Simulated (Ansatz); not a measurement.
Geometry optimisation, RKS BLYP-D4/def2-SVP in Ansatz.

Input file:

```yaml
crystal:
  periodic: [false, false, false]
  atoms:
    - { symbol: "N", position_ang: [-1.40309, -0.21753, -0.68415] }
    - { symbol: Te, position_ang: [-0.59208, 1.07795, 0.46358] }
    - { symbol: O, position_ang: [1.45096, 0.04586, 0.59809] }
    - { symbol: H, position_ang: [-1.42728, -0.11969, -1.69368] }
    - { symbol: H, position_ang: [-1.95496, -0.9938, -0.33464] }
    - { symbol: H, position_ang: [1.9711, -0.01897, -0.21913] }
    - { symbol: H, position_ang: [1.48801, -0.80383, 1.06484] }
total_charge: 1
basis:
  gaussian: { orbitals: def2-SVP }
hamiltonian:
  xc: blyp
  dispersion: d4
relax:
  f_tol: 0.015
  max_steps: 40
```

Run as:

```bash
$ ansatz run input.yaml --threads 1 --pin off --max-ram 2048MiB --backend cpu --events-out ev --progress --plain --runs-dir out
```

**Question.** Where does it end, and by what steps?

**Answer.** The forces met the threshold. Limits of this set-up: the dipole of an ion depends on the origin. After 9 steps the energy has fallen by 0.100 eV; H6 moved furthest, 0.22 Å.

| step | energy less start (eV) | largest force component (eV/Å) | accepted |
| --- | --- | --- | --- |
| 0 | 0.0000 | 1.070 | yes |
| 1 | -0.0906 | 0.185 | yes |
| 2 | -0.0270 | 1.264 | no |
| 3 | -0.0947 | 0.128 | yes |
| 4 | -0.0978 | 0.066 | yes |
| 5 | -0.0968 | 0.136 | no |
| 6 | -0.0993 | 0.076 | yes |
| 7 | -0.0999 | 0.032 | yes |
| 8 | -0.0999 | 0.029 | yes |
| 9 | -0.1000 | 0.004 | yes |

```xyz
7
Properties=species:S:1:pos:R:3
N -1.588 -0.198 -0.743
Te -0.574 1.016 0.427
O 1.554 0.043 0.640
H -1.574 -0.116 -1.768
H -2.120 -0.999 -0.377
H 2.165 0.016 -0.131
H 1.669 -0.791 1.148
```

Whether the end is a true minimum wasn't checked by a vibrational analysis.

The run took 14 s on 1 thread of Intel(R) Xeon(R) Platinum 8375C CPU @ 2.90GHz (Ice Lake), on a shared host, peak memory 0.15 GiB.
